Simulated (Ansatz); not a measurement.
The lowest singlet and triplet of CH3N (SMILES C=N); geometries from B3LYP-D3(BJ)/def2-TZVP, each state relaxed from the structure named, with no frequency check.
Singlet (charge 0, multiplicity 1):
```xyz
5

C     -0.5574     0.1786     0.0105
N      0.6030    -0.3199    -0.0120
H     -1.4180    -0.4908     0.0213
H     -0.7786     1.2508     0.0202
H      1.3198     0.4081    -0.0201
```
Triplet (charge 0, multiplicity 3):
| atom | x (Å) | y (Å) | z (Å) |
|---|---|---|---|
| C | -0.6012 | 0.1181 | -0.2142 |
| N | 0.6486 | -0.1339 | 0.2795 |
| H | -1.2983 | -0.7182 | -0.2436 |
| H | -1.0281 | 1.0971 | -0.0005 |
| H | 1.3938 | -0.1503 | -0.4268 |

A positive gap puts the triplet lower; no zero-point energy. R- takes a restricted singlet. U- takes an unrestricted singlet (broken symmetry where lower, unprojected). The triplet is unrestricted in single-reference levels. Active spaces average the two states.

Cores are frozen in the correlated methods.

Programs: Ansatz (an electronic-structure program). Each number belongs to the level named beside it.

```
level                                   gap E(singlet) − E(triplet), adiabatic (eV)
--------------------------------------  -------------------------------------------
R-PBE0/def2-TZVPP                                                            -2.638
U-BHLYP/def2-TZVPP                                                           -2.562
R-B2PLYP/def2-TZVPP                                                          -2.859
R-SCS-MP2/cc-pVDZ                                                            -3.066
R-SCS-MP2/cc-pVTZ                                                            -3.182
R-CCSD(T)/cc-pVDZ                                                            -2.898
R-CCSDT(Q)/cc-pVDZ                                                           -2.900
SC-NEVPT2 on SA-CASSCF(4,3)/cc-pVDZ                                          -3.091
FIC-MRCISD+Q on SA-CASSCF(4,3)/cc-pVTZ                                            …
```

### Question
What belongs in the gaps?

### Answer

- FIC-MRCISD+Q on SA-CASSCF(4,3)/cc-pVTZ, gap E(singlet) − E(triplet), adiabatic (eV): -3.001

Doubts at one or more of the structures used: the program's own flag: passed over end (SC-NEVPT2 on SA-CASSCF(4,3)/cc-pVDZ).
